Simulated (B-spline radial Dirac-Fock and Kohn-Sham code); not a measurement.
# 4p1/2 photoionisation of Cs⁷⁺ near threshold

System: Cs⁷⁺, [Kr] 4d10 5s2. The computed 4p1/2 threshold is 282.4 eV; without correlation, outer thresholds are uncertain by 1 to 2 eV.

These are calculated numbers from a radial finite-basis atomic code; the model is Dirac-Hartree-Slater photoionisation with all multipoles and Dirac-Fock thresholds. Interchannel coupling and autoionising resonances are not included, so magnitudes near threshold are approximate.

**Question.** How do σ and β run from threshold to 400 eV kinetic energy?

**Answer.** The cross section shows no minimum in this range. It is largest at the lowest energy, 0.112 Mb. β ranges from -0.29 (at 1.5 eV) to 1.50.

```
kinetic energy (eV)  σ (Mb)      β
                1.5   0.112  -0.29
                1.9   0.112  -0.27
                2.3   0.112  -0.25
                2.9   0.112  -0.23
                3.7   0.112  -0.20
                4.6   0.112  -0.17
                5.7   0.112  -0.14
                7.2   0.112  -0.10
                9.0   0.111  -0.06
               11.2   0.111  -0.01
               14.0   0.111   0.05
               17.5   0.110   0.11
               21.9   0.110   0.18
               27.4   0.109   0.26
               34.2   0.108   0.34
               42.8   0.106   0.44
               53.5   0.105   0.54
               66.9   0.103   0.65
               83.7   0.100   0.76
              104.7  0.0968   0.88
              130.9  0.0927   1.00
              163.6  0.0875   1.12
              204.6  0.0812   1.23
              255.8  0.0735   1.33
              319.9  0.0650   1.42
              400.0  0.0561   1.50
```

Run: 4.9 s of CPU time on 1 thread of Neoverse-N1 (shared host), peak memory 0.35 GiB.
